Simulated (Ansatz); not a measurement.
Cost and result for the atomization energy of CH10BNSi2, SMILES `CN([SiH3])B[SiH3]` (15 atoms, 14 bonds).

Cartesian coordinates in Å:
```
C 2.011 0.435 -0.538
N 0.636 0.164 -0.127
Si 0.168 0.905 1.391
B -0.214 -0.627 -0.905
Si -2.137 -1.073 -0.438
H 2.724 0.059 0.203
H 2.182 1.510 -0.652
H 2.212 -0.052 -1.492
H -1.235 0.551 1.697
H 1.073 0.424 2.469
H 0.322 2.380 1.283
H 0.245 -1.069 -1.926
H -2.256 -1.812 0.854
H -2.734 -1.936 -1.496
H -2.996 0.142 -0.323
```

The species carries charge 0 and has multiplicity 1. The geometry is a stationary point of PBE0-D4/def2-TZVP. It is one conformer, not always the lowest. Program: Ansatz. All runs use 4 threads of an AMD EPYC 9R45 on a shared host. Times are those of one run each, without the atoms' runs, and a repeat can differ threefold. Electronic energies, without spin–orbit coupling; frozen cores. CCSD(T)/CBS adds CCSD(T) − MP2 in def2-TZVPP to the MP2 limit, and its time is that of the two runs behind it. T1 = 0.013. B3LYP takes the VWN-RPA correlation (the form of Gaussian; ORCA's B3LYP/G).

CCSD(T)/CBS is a level of theory with its own doubt, some kJ/mol a heavy atom from the limit and from the frozen cores, so smaller differences don't rank the functionals.

```json
{"level": "PBE-D4/def2-TZVPP (with forces)", "functions": "317", "wall time": "1.4 s", "atomization (kJ/mol)": "5100.3", "difference from CCSD(T)/CBS": "24.9", "per bond": "1.8"}
{"level": "PBE0-D4/def2-TZVPP", "functions": "317", "wall time": "1.6 s", "atomization (kJ/mol)": "5061.6", "difference from CCSD(T)/CBS": "-13.8", "per bond": "-1.0"}
{"level": "r2SCAN-D4/def2-TZVPP (with forces)", "functions": "317", "wall time": "2.1 s", "atomization (kJ/mol)": "5078.6", "difference from CCSD(T)/CBS": "3.2", "per bond": "0.2"}
{"level": "B3LYP-D4/def2-TZVPP (with forces)", "functions": "317", "wall time": "2.6 s", "atomization (kJ/mol)": "5102.4", "difference from CCSD(T)/CBS": "27.0", "per bond": "1.9"}
{"level": "B2PLYP/def2-TZVPP", "functions": "317", "wall time": "3 s", "atomization (kJ/mol)": "5026.9", "difference from CCSD(T)/CBS": "-48.5", "per bond": "-3.5"}
{"level": "ωB97X-V/def2-TZVPP", "functions": "317", "wall time": "3.9 s", "atomization (kJ/mol)": "5114.4", "difference from CCSD(T)/CBS": "39.0", "per bond": "2.8"}
{"level": "ωB97M-V/def2-TZVPP (with forces)", "functions": "317", "wall time": "5.5 s", "atomization (kJ/mol)": "5097.9", "difference from CCSD(T)/CBS": "22.5", "per bond": "1.6"}
{"level": "MP2/def2-QZVPP", "functions": "611", "wall time": "13 s", "atomization (kJ/mol)": "5032.0", "difference from CCSD(T)/CBS": "-43.4", "per bond": "-3.1"}
{"level": "CCSD(T)/def2-TZVPP", "functions": "317", "wall time": "3.8 min", "atomization (kJ/mol)": "4954.1", "difference from CCSD(T)/CBS": "-121.3", "per bond": "-8.7"}
{"level": "CCSD(T)/CBS(def2)", "functions": "–", "wall time": "4 min", "atomization (kJ/mol)": "5075.4", "difference from CCSD(T)/CBS": "0.0", "per bond": "0.0"}
```

The D4 term adds +55.7 kJ/mol with B3LYP and +29.5 kJ/mol with PBE0; it sums over pairs of atoms, weighted by their polarisabilities, and B3LYP, whose exchange is more repulsive, gets the larger term. In def2-TZVPP, CCSD(T) changes the Hartree–Fock value by +1123.8 kJ/mol (the triples alone add +54.3 kJ/mol) and MP2 by +1129.3 kJ/mol; breaking electron pairs costs correlation energy, which Hartree–Fock lacks. From PBE to PBE0 (25 % exact exchange), in def2-TZVPP and without D4, the atomization energy moves by −33.6 kJ/mol: exact exchange takes away binding that semilocal exchange gives to molecules.
